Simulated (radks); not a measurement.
Trend from Zr+ to Cd+: ionisation energy by Delta-SCF between NIST ground configurations, and size. Method: Dirac Kohn-Sham, PBE, spin-unpolarised, spherical densities, finite nucleus; open shells fill j = l - 1/2 first; Fermi nuclear charge, rms radius of each element as measured or else 0.836 A^(1/3) + 0.57 fm; computed with a radial shooting solver on a logarithmic mesh with Libxc functionals.

species  configuration  configuration of the ion  IE (eV)  NIST (eV)       kind  outermost  <r> outermost (bohr)  r at 0.001 e/bohr^3 (bohr)
Zr+       [Kr] 4d2 5s1                  [Kr] 4d2   12.923     13.130       exp.      5s1/2                  3.43                        4.48
Nb+           [Kr] 4d4                  [Kr] 4d3   14.080     14.320  semi-emp.      4d3/2                  2.05                        4.08
Mo+           [Kr] 4d5                  [Kr] 4d4   15.290       16.2  semi-emp.      4d5/2                  1.91                        4.00
Tc+       [Kr] 4d5 5s1                  [Kr] 4d5   14.826     15.260  semi-emp.      5s1/2                  3.04                        4.22
Ru+           [Kr] 4d7                  [Kr] 4d6   17.988       16.8  semi-emp.      4d5/2                  1.65                        3.83
Rh+           [Kr] 4d8                  [Kr] 4d7   19.298     18.080  semi-emp.      4d5/2                  1.56                        3.75
Pd+           [Kr] 4d9                  [Kr] 4d8   20.590       19.4  semi-emp.      4d5/2                  1.47                        3.67
Ag+          [Kr] 4d10                  [Kr] 4d9   21.868     21.484       exp.      4d5/2                  1.40                        3.59
Cd+      [Kr] 4d10 5s1                 [Kr] 4d10   17.126     16.908       exp.      5s1/2                  2.65                        3.86

Reference values: NIST Atomic Spectra Database (exp. = measured, semi-emp. = semi-empirical, theory = theoretical value adopted there). Spin polarisation and multiplet splitting are left out, so open shells lie too high by an amount that depends on their filling.

Beside tabulated values, note that spin-unpolarised runs miss the spin-polarisation part of the exchange energy of open shells.
